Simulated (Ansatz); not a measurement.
Stretching the O2–H3 bond in H2O2Sn (SMILES [OH][Sn][OH]) (multiplicity 1 held, fragments rigid). Energies count from the point at 0.966 Å.
Geometry at that point (charge 0, multiplicity 1):
| atom | x (Å) | y (Å) | z (Å) |
|---|---|---|---|
| Sn | -0.0345 | -0.0077 | 0.3736 |
| O | 0.5521 | 1.4446 | -0.8426 |
| H | 0.5427 | 1.1769 | -1.7709 |
| O | -0.3244 | -1.2738 | -1.1536 |
| H | -0.6369 | -2.1588 | -0.9385 |

Restricted levels (R-, RO-) in cc, def2 and unpolarised 6-31G sets keep to the state of the molecule at rest. Unrestricted levels (U-) break spin symmetry where that is lower. Active spaces are followed from a long bond inwards. Levels need not reach the same state.

Correlated levels freeze the cores. Filled d and f shells under p-block atoms count as core.

Programs: Ansatz (Gaussian basis) for Hartree–Fock, density functionals and correlated methods. Values without a source in brackets are computed. In def2 rows elements past Kr take small-core potentials, without spin–orbit coupling.

Estimate the energy at R = 3.092 Å that R-B3LYP/def2-TZVPP returns for this input.

158.6 kcal/mol

What energy at R = 3.092 Å does U-CCSD(T)/def2-TZVPP give?

122.8 kcal/mol

Give the energy at R = 3.092 Å at the level FIC-MRCISD+Q on CASSCF(4,3)/def2-TZVPP.

121.7 kcal/mol

Doubts at one or more of the structures used: a restricted determinant that unrestricted orbitals would lower (R-B3LYP/def2-TZVPP); a spin-contaminated determinant (U-CCSD(T)/def2-TZVPP); active orbitals that take no part (FIC-MRCISD+Q on CASSCF(4,3)/def2-TZVPP).

Ansatz is a quantum-chemistry and plane-wave program.
